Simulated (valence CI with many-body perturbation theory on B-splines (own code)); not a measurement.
Values are calculated unless marked as measured or tabulated.
Energy levels of Yb XXXVIII

Method: relativistic CI+MBPT: five valence electrons over a frozen Dirac-Fock core [Ar] 3d10, a basis of 11 s, 11 p, 10 d, 8 f, 5 g, 2 h functions for each j, with the one-electron correlation potential Σ1, the two-electron term Σ2, the three-electron term Σ3, Breit, model QED; selected CI, second order for the rest, scaled by the run's own slope (own B-spline code, finite nucleus).

No measured spectrum was set against this ion. As an estimate, large intervals hold to a few tenths of a per cent, small ones and those within an open d or f shell to about a per cent. Among the levels kept, up to 2100 cm⁻¹ of a level comes from second order outside the variational space, and about a tenth of that is noise between levels of different J, which matters for small intervals.

Levels 46 to 90 of 173, with energies above the lowest level, (4s^2 4p1/2^2 4p3/2) J=3/2. "Leading %" is the weight of the configuration and term that name the level; weights of strongly mixed levels are sums over their largest components and can fall short. In the jj column 3d3/2^4 stands for four electrons in 3d with j = 3/2.

```tsv
No.	Configuration	Term	J	E (eV)	Leading %	g	Second component	Leading jj
46	4s4p³4d	⁴D°	1/2	309.67	51	0.553	22 % 4s4p³4d ²P°	4s 4p1/2^2 4p3/2 4d3/2 (91 %)
47	4s4p³4d	⁴D°	5/2	311.85	32	1.391	19 % 4s4p³4d ⁴P°	4s 4p1/2^2 4p3/2 4d5/2 (91 %)
48	4p⁵	²P°	3/2	312.49	30	1.248	11 % 4s4p³4d ²P°	4s 4p1/2^2 4p3/2 4d5/2 (57 %)
49	4s²4p²4d	²D	3/2	312.77	43	1.152	39 % 4s²4p²4d ²P	4s^2 4p3/2^2 4d5/2 (89 %)
50	4s4p³4d	⁴D°	7/2	314.54	16	1.258	11 % 4s4p³4d ⁶D°	4s 4p1/2^2 4p3/2 4d5/2 (56 %)
51	4s²4p²4d	²D	5/2	316.58	52	1.144	20 % 4s²4p²4d ²F	4s^2 4p3/2^2 4d5/2 (88 %)
52	4s4p⁴	²S	1/2	320.35	25	1.738	23 % 4s4p⁴ ²P	4s 4p3/2^4 (66 %)
53	4s4p³4d	²F°	7/2	320.84	35	1.143	21 % 4s4p³4d ²G°	4s 4p1/2^2 4p3/2 4d5/2 (77 %)
54	4s²4p²4f	⁴G°	5/2	321.70	18	0.927	16 % 4s²4p²4f ²F°	4s^2 4p1/2^2 4f5/2 (53 %)
55	4s4p³4d	⁴D°	1/2	327.54	44	0.545	36 % 4s4p³4d ²P°	4s 4p1/2^2 4p3/2 4d5/2 (88 %)
56	4s4p³4d	⁴D°	3/2	330.02	28	1.360	16 % 4s4p³4d ²P°	4s 4p1/2^2 4p3/2 4d5/2 (87 %)
57	4s²4p²4f	²F°	7/2	331.62	16	1.156	11 % 4s²4p²4f ²G°	4s^2 4p1/2^2 4f7/2 (53 %)
58	4s4p³4d	⁴F°	5/2	333.34	12	1.004	12 % 4s4p³4d ²F°	4s 4p1/2^2 4p3/2 4d5/2 (68 %)
59	4p⁵	²P°	3/2	337.69	46	1.155	16 % 4s4p³4d ²D°	4p1/2^2 4p3/2^3 (46 %)
60	4s²4p4d²	⁴G°	5/2	348.43	44	0.792	23 % 4s²4p4d² ²F°	4s^2 4p1/2 4d3/2^2 (71 %)
61	4s4p³4d	⁶D°	1/2	349.45	38	2.013	20 % 4s4p³4d ⁴D°	4s 4p1/2 4p3/2^2 4d3/2 (80 %)
62	4s4p³4d	⁶D°	3/2	349.97	31	1.309	24 % 4s4p³4d ⁴D°	4s 4p1/2 4p3/2^2 4d3/2 (75 %)
63	4s4p³4d	⁶D°	5/2	350.64	25	1.234	22 % 4s4p³4d ⁴F°	4s 4p1/2 4p3/2^2 4d3/2 (73 %)
64	4s4p³4d	⁴F°	7/2	353.44	30	1.196	21 % 4s4p³4d ⁴G°	4s 4p1/2 4p3/2^2 4d3/2 (69 %)
65	4s4p³4d	⁴G°	9/2	358.99	33	1.168	20 % 4s4p³4d ²G°	4s 4p1/2 4p3/2^2 4d3/2 (64 %)
66	4s²4p4d²	⁴D°	1/2	359.60	27	0.729	13 % 4s4p³4d ⁴D°	4s^2 4p1/2 4d3/2^2 (62 %)
67	4s4p³4d	⁴D°	7/2	362.86	45	1.393	24 % 4s4p³4d ⁶D°	4s 4p1/2 4p3/2^2 4d5/2 (73 %)
68	4s²4p4d²	⁴G°	7/2	364.95	24	0.988	14 % 4s4p³4d ⁴G°	4s^2 4p1/2 4d3/2 4d5/2 (42 %)
69	4s4p³4d	⁶D°	9/2	365.04	37	1.328	22 % 4s4p³4d ⁴G°	4s 4p1/2 4p3/2^2 4d5/2 (84 %)
70	4s²4p4d²	⁴F°	3/2	365.37	27	0.785	22 % 4s²4p4d² ²D°	4s^2 4p1/2 4d3/2^2 (72 %)
71	4s²4p4d²	⁴G°	5/2	366.29	19	0.971	9 % 4s²4p²4f ⁴G°	4s^2 4p1/2 4d3/2 4d5/2 (55 %)
72	4s4p³4d	⁴F°	3/2	366.50	39	0.737	15 % 4s4p³4d ²D°	4s 4p1/2 4p3/2^2 4d3/2 (70 %)
73	4s²4p4d²	²H°	9/2	368.64	27	1.071	10 % 4s²4p4d² ²G°	4s^2 4p1/2 4d3/2 4d5/2 (48 %)
74	4s4p³4d	⁴F°	3/2	369.03	16	0.786	14 % 4s²4p4d² ⁴D°	4s^2 4p1/2 4d3/2 4d5/2 (37 %)
75	4s4p³4d	⁴P°	5/2	369.03	29	1.353	19 % 4s4p³4d ⁴D°	4s 4p1/2 4p3/2^2 4d3/2 (71 %)
76	4s4p³4d	⁴D°	7/2	370.45	19	1.134	14 % 4s²4p4d² ⁴G°	4s 4p1/2 4p3/2^2 4d3/2 (51 %)
77	4s4p³4d	⁴S°	3/2	370.47	24	1.543	21 % 4s4p³4d ⁴P°	4s 4p1/2 4p3/2^2 4d3/2 (70 %)
78	4s4p³4d	⁴D°	7/2	371.19	21	1.176	17 % 4s4p³4d ²G°	4s 4p1/2 4p3/2^2 4d3/2 (57 %)
79	4s4p³4d	⁴D°	1/2	371.19	40	0.462	14 % 4s4p³4d ²P°	4s 4p1/2 4p3/2^2 4d5/2 (57 %)
80	4s4p³4d	⁴F°	5/2	371.61	22	1.084	9 % 4s4p³4d ⁴P°	4s 4p1/2 4p3/2^2 4d3/2 (54 %)
81	4s4p³4d	⁴F°	9/2	371.69	44	1.222	24 % 4s4p³4d ²G°	4s 4p1/2 4p3/2^2 4d5/2 (69 %)
82	4s²4p4d²	⁴D°	1/2	372.16	27	0.836	27 % 4s4p³4d ²P°	4s^2 4p1/2 4d3/2 4d5/2 (39 %)
83	4s4p³4d	⁴G°	11/2	374.20	88	1.263	7 % 4s²4p²4f ⁴G°	4s 4p1/2 4p3/2^2 4d5/2 (88 %)
84	4s²4p4d²	⁴P°	1/2	376.33	22	1.674	19 % 4s4p³4d ⁴P°	4s 4p1/2 4p3/2^2 4d3/2 (42 %)
85	4s²4p4d²	²P°	3/2	376.93	9	1.191	9 % 4s4p³4d ²D°	4s 4p1/2 4p3/2^2 4d3/2 (48 %)
86	4s4p³4d	⁴D°	5/2	376.98	10	1.099	9 % 4s4p³4d ²F°	4s 4p1/2 4p3/2^2 4d3/2 (41 %)
87	4s4p³4d	⁴D°	7/2	379.15	17	1.147	11 % 4s²4p4d² ²G°	4s^2 4p1/2 4d3/2 4d5/2 (37 %)
88	4s4p³4d	²F°	5/2	380.42	18	1.052	16 % 4s²4p²4f ²F°	4s 4p1/2 4p3/2^2 4d3/2 (34 %)
89	4s4p³4d	⁴D°	3/2	380.46	19	1.305	13 % 4s4p³4d ⁴P°	4s 4p1/2 4p3/2^2 4d5/2 (48 %)
90	4s4p³4d	²S°	1/2	381.94	46	1.986	30 % 4s4p³4d ⁴P°	4s 4p1/2 4p3/2^2 4d5/2 (77 %)
```

Where two levels of one J and parity lie close, their mixing, g and order are uncertain.
